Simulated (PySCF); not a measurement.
# Tl²⁺ (thallium, charge +2) across methods

[Xe] 4f14 5d10 6p1, 2P determinant (an excited configuration). Computed with PySCF 2.14 in x2c-QZVPPall (16s10p9d6f1g, 142 functions), with the spin-free X2C one-electron Hamiltonian (Gaussian nucleus).

| method | E (hartree) | mean ε 5d α (eV) | mean ε 5d β (eV) | mean ε 6p α (eV) | Σ⟨r²⟩ (bohr²) | ⟨S²⟩ |
| --- | --- | --- | --- | --- | --- | --- |
| PBE | -20248.50 | -34.812 | -34.635 | -17.483 | 47.29 | 0.752 |
| LDA | -20236.23 | -35.070 | -34.900 | -17.651 | 47.21 | 0.751 |
| PBE0 | -20248.23 | -36.962 | -36.791 | -18.158 | 47.24 | 0.753 |
| UHF | -20242.60409 | -42.292 | -42.152 | -19.569 | 47.67 | 0.757 |

Estimate the same row for r2SCAN.

E (hartree) = -20248.48; mean ε 5d α (eV) = -35.244; mean ε 5d β (eV) = -35.087; mean ε 6p α (eV) = -17.650; Σ⟨r²⟩ (bohr²) = 47.12; ⟨S²⟩ = 0.755.

Spin-orbit coupling, absent here, splits the open shell strongly.
